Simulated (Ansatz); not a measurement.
C2H2FGaS, SMILES `C#C[S][GaH][F]`. Charge 0, multiplicity 1.

```xyz
7

C    -1.853   -0.573    1.029
C    -1.291   -0.189    0.037
S    -0.589    0.349   -1.391
Ga    1.527    0.448   -0.769
F     1.862   -0.016    0.879
H    -2.339   -0.913    1.913
H     2.682    0.894   -1.697
```

(1) List the harmonic frequencies (cm⁻¹, unscaled) at PBE0-D4/def2-TZVP in Ansatz. (Best estimate.)

(2) Is this a minimum?

(3) Give the ideal-gas thermochemistry at 298.15 K and 1 bar (rigid rotor, harmonic oscillator; point group Cs, symmetry number 1).

(4) And at 400, 500, 600, 800 and 1000 K?

Answers

(1) The calculation gave: 73, 88, 173, 348, 365, 437, 448, 580, 618, 682, 695, 737, 2050, 2174, 3483.

(2) Yes, all 15 modes are real.

(3) Zero-point energy 77.5 kJ/mol; H(298) − E = 98.0 kJ/mol; entropy 353.9 J/(mol·K), of which translation 171.1, rotation 116.2, vibration 66.6; G(298) − E = -7.5 kJ/mol. Modes under 100 cm⁻¹ are hindered rotations or soft bends, so the harmonic entropy is rough.

(4) 
```
T (K)  H − E (kJ/mol)  S (J/mol/K)  G − E (kJ/mol)
  400           109.0        385.4           -45.2
  500           120.6        411.4           -85.1
  600           132.9        433.8          -127.4
  800           158.9        471.1          -218.0
 1000           186.1        501.4          -315.3
```
